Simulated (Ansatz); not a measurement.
# Cost against result

Saddle point of Si2N2H8, closed shell (Si₂N₂H₈ ([NH2][SiH]([NH2])[SiH3]) → Si₂NH₅ ([NH][SiH][SiH3]) + NH₃ (still joined by a long Si–N bond); bonds formed: N2–H4; bonds broken: N3–H4; bonds weakened to dative contacts: Si1–N2), PBE0-D4/def2-TZVP structure:

```
12
angstrom
Si -0.3145 0.3360 -0.5741
N 0.9120 1.3431 0.4175
N 0.9254 0.2023 -1.6553
H 1.4883 1.0288 -0.5723
H -1.4765 1.2661 -0.7669
Si -1.0339 -1.4758 0.7470
H 0.7375 2.3335 0.5386
H 1.2936 0.9497 1.2690
H 1.0227 -0.2950 -2.5226
H -2.0212 -1.0767 1.7919
H 0.1353 -2.0952 1.4353
H -1.6688 -2.5164 -0.1082
```

Barriers are electronic and count from the start structure reached by relaxing down the imaginary mode.

Program: Ansatz 0.2.0. Basis: as named in each row. Cores are frozen in the correlated methods. B3LYP uses VWN-RPA correlation. Extrapolation: Hartree–Fock as exp(−7.88 √X), correlation as X^−2.97.

Times are rough, for one single point on 4 threads of a shared host (Arm Neoverse V2).

The estimate by CCSD(T) at an estimated basis limit (MP2 extrapolated from triple and quadruple zeta, plus CCSD(T) − MP2 in triple zeta) is 2.249 eV.

```json
{"method": "HF", "basis": "STO-3G", "time (s)": "under 1", "barrier (eV)": "3.908", "method less estimate": "1.660"}
{"method": "PBE-D4", "basis": "STO-3G", "time (s)": "under 1", "barrier (eV)": "2.206", "method less estimate": "-0.043"}
{"method": "SPW92", "basis": "def2-SVP", "time (s)": "under 1", "barrier (eV)": "1.711", "method less estimate": "-0.538"}
{"method": "B3LYP-D4", "basis": "6-31G", "time (s)": "under 1", "barrier (eV)": "2.142", "method less estimate": "-0.107"}
{"method": "PBE-D4", "basis": "def2-SVP", "time (s)": "under 1", "barrier (eV)": "1.870", "method less estimate": "-0.378"}
{"method": "PBE0-D4", "basis": "def2-SVP", "time (s)": "under 1", "barrier (eV)": "2.096", "method less estimate": "-0.152"}
{"method": "SPW92", "basis": "def2-TZVPP", "time (s)": "1", "barrier (eV)": "1.802", "method less estimate": "-0.446"}
{"method": "PBE-D4", "basis": "def2-TZVPP", "time (s)": "2", "barrier (eV)": "1.953", "method less estimate": "-0.296"}
{"method": "BLYP-D4", "basis": "def2-TZVPP", "time (s)": "2", "barrier (eV)": "2.070", "method less estimate": "-0.179"}
{"method": "B3LYP-D4", "basis": "def2-TZVPP", "time (s)": "2", "barrier (eV)": "2.226", "method less estimate": "-0.022"}
{"method": "BHLYP-D4", "basis": "def2-TZVPP", "time (s)": "2", "barrier (eV)": "2.458", "method less estimate": "0.209"}
{"method": "PBE0-D4", "basis": "def2-TZVPP", "time (s)": "3", "barrier (eV)": "2.156", "method less estimate": "-0.093"}
{"method": "CAM-B3LYP-D4", "basis": "def2-TZVPP", "time (s)": "3", "barrier (eV)": "2.302", "method less estimate": "0.053"}
{"method": "r2SCAN-D4", "basis": "def2-TZVPP", "time (s)": "4", "barrier (eV)": "2.127", "method less estimate": "-0.122"}
{"method": "CCSD(T)", "basis": "def2-SVP", "time (s)": "4", "barrier (eV)": "2.250", "method less estimate": "0.001"}
{"method": "r2SCAN0-D4", "basis": "def2-TZVPP", "time (s)": "4", "barrier (eV)": "2.258", "method less estimate": "0.010"}
{"method": "wB97M-V", "basis": "def2-SVP", "time (s)": "4", "barrier (eV)": "2.191", "method less estimate": "-0.058"}
{"method": "RPA on PBE", "basis": "def2-TZVPP", "time (s)": "5", "barrier (eV)": "2.225", "method less estimate": "-0.023"}
{"method": "B2PLYP", "basis": "def2-TZVPP", "time (s)": "5", "barrier (eV)": "2.236", "method less estimate": "-0.013"}
{"method": "PBE-QIDH", "basis": "def2-TZVPP", "time (s)": "6", "barrier (eV)": "2.256", "method less estimate": "0.007"}
{"method": "wB97X-V", "basis": "def2-TZVPP", "time (s)": "7", "barrier (eV)": "2.314", "method less estimate": "0.065"}
{"method": "wB97M-V", "basis": "def2-TZVPP", "time (s)": "8", "barrier (eV)": "2.264", "method less estimate": "0.016"}
{"method": "B97M-V", "basis": "def2-TZVPP", "time (s)": "8", "barrier (eV)": "2.255", "method less estimate": "0.006"}
{"method": "MP2", "basis": "def2-QZVPP", "time (s)": "23", "barrier (eV)": "2.194", "method less estimate": "-0.055"}
{"method": "CCSD(T)", "basis": "def2-TZVPP", "time (s)": "120", "barrier (eV)": "2.257", "method less estimate": "0.009"}
```

All methods are single points on the PBE0-D4 structures.

No T1 diagnostic of these runs exceeds 0.017.

Labels in which every atom is bracketed show which atoms are joined, not bond orders.
